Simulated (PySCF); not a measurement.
Species: C5H12B2.
Geometry (PBE0-D3(BJ)/def2-SVP, Å), atoms numbered from 1 in this order:
```
atom  x, y, z in Å
B1    -1.837    1.611    0.723
C2    -1.189    0.398   -0.002
B3    -2.260   -0.729    0.025
C4     0.235    0.029    0.369
C5     1.018   -0.991   -0.486
C6     2.290   -0.159   -0.237
C7     1.384    1.032    0.126
H8    -1.321    2.086    1.711
H9    -2.867    2.092    0.312
H10   -1.300    0.734   -1.064
H11   -3.348   -0.556   -0.474
H12   -2.021   -1.793    0.553
H13    0.253   -0.293    1.424
H14    1.009   -2.047   -0.176
H15    0.705   -0.936   -1.542
H16    3.000   -0.036   -1.068
H17    2.844   -0.525    0.641
H18    1.684    1.692    0.954
H19    1.174    1.657   -0.758
```

Computed with PySCF at B3LYP/def2-SVPD, non-relativistic, on one gas-phase PBE0-D3(BJ)/def2-SVP geometry that isn't relaxed in the solvent. The solvent is an IEF-PCM continuum (van der Waals radii × 1.2), and excitations are vertical TDDFT with non-equilibrium linear response and a frozen core. The model holds no explicit solvent molecules, cavitation or dispersion.

Gas-phase singlets (H = HOMO, L = LUMO):

| state | E (eV) | λ (nm) | f | leading configurations |
| --- | --- | --- | --- | --- |
| S1 | 4.861 | 255 | 0.010 | H→L 94% |
| S2 | 4.993 | 248 | 0.006 | H-1→L 93% |
| S3 | 5.518 | 225 | 0.002 | H-2→L 89% |
| S4 | 5.571 | 223 | 0.006 | H-4→L 49%, H-3→L 44% |
| S5 | 5.943 | 209 | 0.000 | H-3→L 49%, H-4→L 42% |

How does the list change in acetone (ε = 20.49)?

```
state  E (eV)  λ (nm)      f  leading configurations  change by rank (eV)
   S1   4.838     256  0.012                 H→L 94%               -0.023
   S2   4.985     249  0.008               H-1→L 92%               -0.008
   S3   5.457     227  0.002               H-2→L 89%               -0.061
   S4   5.628     220  0.008    H-4→L 54%, H-3→L 39%               +0.057
   S5   5.923     209  0.000    H-3→L 53%, H-4→L 36%               -0.020
```

Give the list for water (ε = 78.36), n² = 1.78.

```json
{"state": "S1", "E (eV)": "4.839", "λ (nm)": "256", "f": "0.012", "leading configurations": "H→L 94%", "change by rank (eV)": "-0.022"}
{"state": "S2", "E (eV)": "4.986", "λ (nm)": "249", "f": "0.008", "leading configurations": "H-1→L 92%", "change by rank (eV)": "-0.007"}
{"state": "S3", "E (eV)": "5.455", "λ (nm)": "227", "f": "0.002", "leading configurations": "H-2→L 89%", "change by rank (eV)": "-0.063"}
{"state": "S4", "E (eV)": "5.634", "λ (nm)": "220", "f": "0.008", "leading configurations": "H-4→L 53%, H-3→L 40%", "change by rank (eV)": "+0.063"}
{"state": "S5", "E (eV)": "5.924", "λ (nm)": "209", "f": "0.000", "leading configurations": "H-3→L 53%, H-4→L 36%", "change by rank (eV)": "-0.019"}
```

How do the frontier levels move from gas to water?

```json
{"orbital": "LUMO+2", "gas (eV)": "0.46", "solvent (eV)": "0.63", "change (eV)": "+0.17", "Löwdin shares, gas": "B1 18 %, B3 18 %, C5 7 %, C7 7 %", "Löwdin shares, solvent": "B1 24 %, B3 24 %, C5 5 %, C7 5 %"}
{"orbital": "LUMO+1", "gas (eV)": "-0.79", "solvent (eV)": "-0.66", "change (eV)": "+0.13", "Löwdin shares, gas": "B1 32 %, B3 32 %, C2 8 %, H8 6 %", "Löwdin shares, solvent": "B1 32 %, B3 32 %, C2 8 %, H8 7 %"}
{"orbital": "LUMO", "gas (eV)": "-2.15", "solvent (eV)": "-1.99", "change (eV)": "+0.16", "Löwdin shares, gas": "B3 28 %, B1 28 %, C2 17 %, H12 5 %", "Löwdin shares, solvent": "B3 28 %, B1 28 %, C2 17 %, H12 5 %"}
{"orbital": "HOMO", "gas (eV)": "-8.05", "solvent (eV)": "-7.87", "change (eV)": "+0.18", "Löwdin shares, gas": "C2 16 %, C4 16 %, C5 15 %, C7 15 %", "Löwdin shares, solvent": "C4 16 %, C2 16 %, C5 15 %, C7 15 %"}
{"orbital": "HOMO-1", "gas (eV)": "-8.19", "solvent (eV)": "-8.00", "change (eV)": "+0.19", "Löwdin shares, gas": "C4 19 %, C6 16 %, C2 13 %, C7 11 %", "Löwdin shares, solvent": "C4 19 %, C6 17 %, C2 12 %, C7 12 %"}
{"orbital": "HOMO-2", "gas (eV)": "-8.56", "solvent (eV)": "-8.34", "change (eV)": "+0.22", "Löwdin shares, gas": "C4 16 %, C7 10 %, C5 10 %, H13 9 %", "Löwdin shares, solvent": "C4 16 %, C5 10 %, C7 10 %, H13 9 %"}
{"orbital": "HOMO-3", "gas (eV)": "-8.88", "solvent (eV)": "-8.71", "change (eV)": "+0.17", "Löwdin shares, gas": "C6 16 %, C7 13 %, C5 13 %, C2 11 %", "Löwdin shares, solvent": "C6 20 %, C7 15 %, C5 15 %, C2 12 %"}
```

The HOMO–LUMO gap goes from 5.90 to 5.88 eV.

On one thread, Arm Neoverse V2, on a shared host, this took 39 s. This is the whole response run at B3LYP/def2-SVPD in water, SCF included.
